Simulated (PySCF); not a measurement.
Correlation energy of Cr (chromium, neutral)

Starting occupation: [Ar] 3d4 4s1 5s1, 3d5/2 with m_j = -1/2, +1/2, +3/2, +5/2, 4s1/2 with m_j = +1/2, 5s1/2 with m_j = +1/2. All numbers are calculated (PySCF 2.14, X2C-1e with screened-nucleus spin-orbit coupling, Gaussian nucleus, in x2c-TZVPall-2c with one added diffuse shell each of s, p, d type (7s8p5d1f, 63 functions)). Frozen: [Ne]; 14 electrons correlated; the 6 highest virtual spinors left out.

MP2 pair energies summed by pair of shells (mhartree):

```csv
pair,energy,share (%)
3d-3p,-110.12,36.6
3p-3p,-87.50,29.0
3d-3d,-33.08,11.0
3p-3s,-25.10,8.3
3d-3s,-15.55,5.2
3p-4s,-12.00,4.0
3d-4s,-8.91,3.0
3s-3s,-4.11,1.4
4s-5s,-2.04,0.7
3p-5s,-1.02,0.3
3d-5s,-0.90,0.3
3s-4s,-0.81,0.3
3s-5s,-0.07,0.0
```

Total MP2 correlation energy: -301.20 mhartree.

The GHF reference relaxed away from the jj start to a determinant that is no pure jj level (⟨S²⟩ = 12.00, ⟨J²⟩ = 30.01); the energies belong to that determinant.

This basis was not built for core-valence correlation, so the inner-shell part is incomplete.
